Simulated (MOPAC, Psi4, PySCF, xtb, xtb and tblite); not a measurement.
Two geometries of Si(Me)(OEt)2(H), SMILES CCO[SiH](C)OCC, relaxed at GFN2-xTB with one dihedral held; other torsions can differ between them too.

Structure A

```
22

Si     0.0467    -0.8574     0.6641
C      0.0437    -2.5119    -0.2549
O     -1.5156    -0.5529     0.9336
C     -2.1176     0.5387     1.5711
C     -1.8606     0.5444     3.0709
O      0.6017     0.3768    -0.2438
C      1.7890     0.4882    -0.9749
C      3.0270     0.4993    -0.0890
H      0.8354    -0.9476     1.9018
H     -0.5445    -2.4587    -1.1663
H     -0.3654    -3.3103     0.3531
H      1.0551    -2.7957    -0.5300
H     -1.7517     1.4707     1.1261
H     -3.1925     0.4548     1.3754
H     -2.1718    -0.4037     3.5015
H     -2.4178     1.3506     3.5404
H     -0.8006     0.6819     3.2644
H      1.8560    -0.3398    -1.6910
H      1.7203     1.4276    -1.5348
H      3.1234    -0.4531     0.4252
H      3.9135     0.6708    -0.6938
H      2.9443     1.2886     0.6534
```

Structure B

```
22

Si     0.0394    -1.6013     0.4291
C     -0.4039    -3.0996    -0.6402
O     -1.1338    -0.4746     0.5368
C     -2.5263    -0.6218     0.5646
C     -3.1174    -0.5888    -0.8383
O      1.3190    -0.9696    -0.3271
C      2.1331     0.1094     0.0374
C      1.4132     1.4438    -0.0880
H      0.3614    -2.0003     1.8070
H     -0.4806    -2.8374    -1.6913
H     -1.3561    -3.5184    -0.3288
H      0.3399    -3.8835    -0.5550
H     -2.7978    -1.5596     1.0631
H     -2.9208     0.2116     1.1573
H     -2.8307     0.3329    -1.3377
H     -4.2015    -0.6447    -0.7866
H     -2.7424    -1.4280    -1.4173
H      2.4816    -0.0305     1.0676
H      3.0018     0.0811    -0.6302
H      0.5396     1.4445     0.5571
H      2.0778     2.2557     0.1957
H      1.0852     1.5912    -1.1135
```

Task: Which is lower in energy at the level B3LYP-D3(BJ)/def2-SVP // GFN2-xTB (Psi4), and by how much?

Result: B is lower, by 0.46 kcal/mol (dihedral O6–Si1–O3–C4: -60° in A, 150° in B).

E(B) − E(A) in kcal/mol at the other levels, on the same two geometries: GFN2-xTB (xtb and tblite) 0.55; B3LYP/def2-SVP // GFN2-xTB (Psi4) -0.15; PBE/def2-SVP // GFN2-xTB (Psi4) -0.20; PBE-D3(BJ)/def2-SVP // GFN2-xTB (Psi4) -0.42; PM7, restricted, heats of formation // GFN2-xTB (MOPAC) -0.63; AM1, restricted, heats of formation // GFN2-xTB (MOPAC) -0.98; GFN1-xTB // GFN2-xTB (xtb) 0.35; restricted B3LYP/6-31G*, spherical d, density fitting // GFN2-xTB (PySCF) 0.20; restricted MP2 (frozen core)/6-31G*, spherical d // GFN2-xTB (PySCF) -0.08; restricted B3LYP/6-311+G**, spherical d, density fitting // GFN2-xTB (PySCF) 0.21; restricted BP86/6-31G*, spherical d, density fitting // GFN2-xTB (PySCF) 0.31.
